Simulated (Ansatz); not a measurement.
Single points on the cluster Hg3O2.

```yaml
crystal:
  periodic: [false, false, false]
  atoms:
    - {symbol: Hg, position_ang: [-0.730745, -0.100701, -1.993500]}
    - {symbol: Hg, position_ang: [0.955568, 0.548313, 0.479985]}
    - {symbol: Hg, position_ang: [-1.532655, -1.198084, 0.856578]}
    - {symbol: O, position_ang: [1.150058, 1.054168, -1.434868]}
    - {symbol: O, position_ang: [0.157764, -0.303705, 2.091803]}
basis:
  gaussian: {orbitals: def2-SVP, initial_orbitals: start.molden}
hamiltonian: {xc: pbe, dispersion: d4}
scf: {omitted_lower_state_checks: [starts]}
output: {orbitals: {seedname: orbitals}}
```

The file start.molden holds the orbitals of an earlier run on this structure, at another level or in another basis.

```sh
$ ansatz run in.yaml --threads 4 --pin off --events-out ev --progress --plain --max-ram 4787MiB
```

Output, abridged:

```
Functional definition: PBE
1225 factors; their error is unknown
mean field evaluation 1: about -16615.7448 eV, gradient 1.5e1 eV
mean field evaluation 2: about -16616.3466 eV, gradient 6.4e-1 eV
mean field evaluation 4: about -16616.2873 eV, gradient 2.8e-1 eV
mean field -16616.28733796 eV, -610.6372967460 hartree, gradient 6.0e-5 eV, S^2 0.000000; 0 other end points of the search recorded, 0 dependent functions left out
reference -16616.28737685 eV, -610.6372981750 hartree; 38, 38 occupied and 86, 86 virtual orbitals, 1225 factors
Total energy: -16616.50456649 eV, -610.6452797472 hartree
Checks for a lower state left out: starts
```

Run time 4.5 s (4 threads of Intel Xeon on a shared host).

First input, but with `gaussian: {orbitals: def2-TZVP, initial_orbitals: start.molden}`, `hamiltonian: {xc: hse06, dispersion: d4}` (abridged; 10 s):

```
Functional definition: HSE06
mean field -16617.47019358 eV, -610.6807658881 hartree, gradient 4.1e-5 eV, S^2 0.000000
Total energy: -16617.64964310 eV, -610.6873605363 hartree
Checks for a lower state left out: starts
```

The first input with `correlation: {method: ccsd_t}` and without the key `hamiltonian` (abridged; 2.7 min):

```
Functional definition: HF
mean field evaluation 16: about -16510.7039 eV, gradient 1.7e1 eV
mean field evaluation 32: about -16509.5153 eV, gradient 1.6e-2 eV
mean field evaluation 64: about -16511.5219 eV, gradient 1.5e0 eV
mean field evaluation 96: about -16498.8901 eV, gradient 4.7e-1 eV
mean field -16515.28770617 eV, -606.9256287378 hartree, gradient 5.3e-6 eV, S^2 0.000000; unrestricted orbitals would lower it
mean field evaluation 128: about -16513.7503 eV, gradient 1.6e0 eV
mean field evaluation 160: about -16515.2517 eV, gradient 7.2e-1 eV
mean field evaluation 192: about -16514.3105 eV, gradient 2.0e0 eV
unrestricted determinant -16517.58263277 eV, -607.0099657346 hartree, S^2 1.2045
2 core orbitals not correlated: weight in the atoms' cores, before any rotation towards them, 1.000 or more for the frozen orbitals, at most 0.000 for the correlated occupied ones
second order -42.53042255 eV of doubles, -0.00000000 eV of singles
cycle   1  -36.82089106 eV  change     5.7e0 eV  update   4.3e-1
cycle   2  -39.00739696 eV  change    -2.2e0 eV  update   3.3e-1
[...]
cycle   4  -39.79440287 eV  change   -1.1e-1 eV  update   6.7e-2
cycle   5  -39.74696350 eV  change    4.7e-2 eV  update   3.6e-2
cycle   6  -39.76204835 eV  change   -1.5e-2 eV  update   2.2e-2
cycle   7  -39.78089021 eV  change   -1.9e-2 eV  update   1.6e-2
cycle   8  -39.79069225 eV  change   -9.8e-3 eV  update   9.4e-3
cycle   9  -39.79405198 eV  change   -3.4e-3 eV  update   7.5e-3
cycle  10  -39.80044003 eV  change   -6.4e-3 eV  update   3.4e-3
cycle  11  -39.80020710 eV  change    2.3e-4 eV  update   2.1e-3
cycle  12  -39.79805017 eV  change    2.2e-3 eV  update   9.3e-4
cycle  13  -39.79867434 eV  change   -6.2e-4 eV  update   4.7e-4
cycle  14  -39.79839068 eV  change    2.8e-4 eV  update   2.2e-4
cycle  15  -39.79861446 eV  change   -2.2e-4 eV  update   1.0e-4
cycle  16  -39.79857621 eV  change    3.8e-5 eV  update   5.3e-5
perturbative correction -1.92440559 eV, -0.0707206010 hartree
Total energy: -16557.01068798 eV, -608.4589200382 hartree
Checks for a lower state left out: starts
```

Geometry: PBE-D4/def2-SVP.

In the def2 sets Hg takes a core potential; there is no spin–orbit coupling. HSE06 is defined as in plane-wave codes, on full-range PBE exchange. Correlated methods freeze 2 core orbitals; core or outer-core shells of Hg are correlated, in sets that lack core-valence functions. The restricted singlet is unstable towards broken spin symmetry in Hartree–Fock (as tested in another run); at PBE-D4/def2-SVP, HSE06-D4/def2-TZVP this wasn't settled. At CCSD(T)/def2-SVP T1 of the charge 0 singlet is large (up to 0.043), so the single-reference result is doubtful. At CCSD(T)/def2-SVP the restricted singlet (for correlated methods, its reference) is unstable: a solution with broken spin symmetry lies lower. Another isomer (singlet) lies 0.80 eV lower at PBE0-D4/def2-TZVP; other spin states weren't run for this one.
